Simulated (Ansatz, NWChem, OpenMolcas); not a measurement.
# How basis sets differ on GeS (germanium sulfide)

The species is GeS (2 atoms), meant as a singlet with charge 0. As SMILES, `[S+]#[Ge-]`. Geometry: the measured bond length.

```xyz
2

S     0.0000    0.0000    0.0000
Ge    0.0000    0.0000    2.0121
```

Quantity: the HOMO–LUMO gap, in eV. The values are calculated.

```csv
level,kind,program,value (eV),CPU time
HF/ANO-S-MB,Hartree–Fock,OpenMolcas,10.51,2.1 s
HF/STO-3G,Hartree–Fock,OpenMolcas,11.84,2 s
HF/3-21G,Hartree–Fock,NWChem,10.58,4.1 s
HF/def2-SVP,Hartree–Fock,NWChem,10.93,8.4 s
HF/def-TZVP (Cholesky decomposition),Hartree–Fock,OpenMolcas,10.81,2.6 s
HF/cc-pVTZ,Hartree–Fock,Ansatz,10.75,0.7 s
HF/aug-cc-pVTZ,Hartree–Fock,OpenMolcas,10.52,17 s
```

All-electron rows without a relativistic Hamiltonian named are non-relativistic. The values span 10.51 to 11.84 eV. A Hartree–Fock LUMO above zero doesn't converge with the basis: it sinks as sets grow more diffuse. Orbital gaps aren't excitation energies. CPU times are rough (shared hosts, several kinds of processor): they show what a rung costs within a factor of a few.
